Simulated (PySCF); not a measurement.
**Dipole response of Cr (chromium, neutral)**

[Ar] 3d5 4s1, high-spin 7S determinant. Calculation: PySCF 2.14, in aug-cc-pVTZ (8s7p5d3f2g, 93 functions); no relativity, point nucleus. Coupled (time-dependent) response in atomic units; α is the mean over directions.

| method | mean α (bohr³) | C₆ (like pair) | S(−4) |
| --- | --- | --- | --- |
| M06-2X | 86.86 | 749.8 | 6161 |

S(−4) is the Cauchy moment in α(ω) = α(0) + S(−4) ω² + …

Reference α: 83 ± 12 bohr³ (recommended; Schwerdtfeger and Nagle, table of static dipole polarizabilities (2023 update)). Published C₆: 602.0 (Chu and Dalgarno (2004); Tang, Norbeck and Certain (1976)).

α(iu) at M06-2X:

```csv
u (hartree),α(iu) (bohr³)
0,86.86
0.0500,74.05
0.100,52.53
0.200,26.66
0.300,16.28
0.500,8.714
0.750,5.357
1.00,3.776
1.50,2.266
2.00,1.545
3.00,0.8651
5.00,0.3882
```
